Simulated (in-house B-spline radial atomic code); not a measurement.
A fraction x of an electron is removed from 4p in Kr, starting from [Ar] 3d10 4s2 4p6 and keeping the highest spin. Computed with a B-spline radial code for spherical atoms: scalar-relativistic (X2C) B97-1, spin-polarised, spherical fractional occupations, Fermi nucleus of rms radius 4.1884 fm.

Caution: exact exchange at fractional occupations of open shells leaves self-interaction of up to several eV.

| x | E(x) - E(0) (eV) | 4p down level (eV) |
| --- | --- | --- |
| 0 | 0.0000 | -10.435 |
| 0.1 | 1.0865 | -11.297 |
| 0.15 | 1.6622 | -11.732 |
| 0.37 | 4.4565 | -13.678 |
| 0.43 | 5.2934 | -14.218 |
| 0.5 | 6.3108 | -14.851 |
| 0.59 | 7.6842 | -15.672 |
| 0.67 | 8.9674 | -16.407 |
| 0.77 | 10.6544 | -17.335 |
| 0.97 | 14.3089 | -19.215 |
| 1 | 14.8896 | -19.500 |

The exact functional would give a straight line between the two integer points. Deviations E(x) - E(0) - x[E(1) - E(0)], in eV: -0.402 at x = 0.1, -0.571 at x = 0.15, -1.053 at x = 0.37, -1.109 at x = 0.43, -1.134 at x = 0.5, -1.101 at x = 0.59, -1.009 at x = 0.67, -0.811 at x = 0.77, -0.134 at x = 0.97.

The curve lies below the straight line by up to 1.134 eV (at x = 0.5): convex, the delocalisation error, to which spherically averaged exact exchange adds.

Problem. How well does Slater's transition state (minus the level at half occupation) give the ionisation energy?

Solution. It gives 14.851 eV against 14.890 eV from the two total energies; NIST lists 14.00 eV, ground level to ground level. The end point has an open shell averaged over its orbitals, so its exact exchange keeps a self-interaction and this is no true integer point.
